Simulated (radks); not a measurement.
Problem. Au3+, 76 electrons, occupied as [Kr] 4d10 4f14 5s2 5p5.75 5d8 6p0.25 (fractional occupations, a model configuration). All-electron calculation, Dirac Kohn-Sham, PBE, spin-unpolarised, spherical densities, finite nucleus; open shells fill j = l - 1/2 first; Fermi nuclear charge, rms radius 5.4371 fm. Program: a radial shooting solver on a logarithmic mesh with Libxc functionals. Some entries of the table are withheld. Estimate them.

orbital,occ.,eigenvalue (hartree),<1/r> (bohr^-1)
1s1/2,2,-2963.768,95.68
2s1/2,2,-523.7046,23.52
2p1/2,2,-502.4143,23.49
2p3/2,4,-434.9617,19.14
3s1/2,2,-124.6740,8.634
3p1/2,2,-115.0650,8.549
3p3/2,4,-100.1802,7.416
3d3/2,4,-84.16986,7.314
3d5/2,6,-80.97042,7.055
4s1/2,2,-28.16118,3.653
4p1/2,2,-24.05566,3.544
4p3/2,4,-20.48616,3.151
4d3/2,4,-13.75547,2.948
4d5/2,6,-13.09055,2.857
5s1/2,2,-5.35873,1.483
4f5/2,6,-4.45958,2.482
4f7/2,8,-4.31934,2.447
5p1/2,2,-4.01860,1.360
5p3/2,3.75,-3.39982,1.219
5d3/2,4,-1.57574,0.9323
5d5/2,4,-1.50648,0.9011
6s1/2,0,-1.24392,0.5662
6p1/2,0.25,(1),(2)
6p3/2,0,(3),(4)
6d3/2,0,-0.51390,0.3218
6d5/2,0,-0.50495,0.3169
5f5/2,0,-0.38143,(5)
5f7/2,0,-0.38065,(6)

Solution. 
(1) 6p1/2 eigenvalue (hartree): -0.94448
(2) 6p1/2 <1/r> (bohr^-1): 0.4842
(3) 6p3/2 eigenvalue (hartree): -0.86442
(4) 6p3/2 <1/r> (bohr^-1): 0.4446
(5) 5f5/2 <1/r> (bohr^-1): 0.3016
(6) 5f7/2 <1/r> (bohr^-1): 0.3000
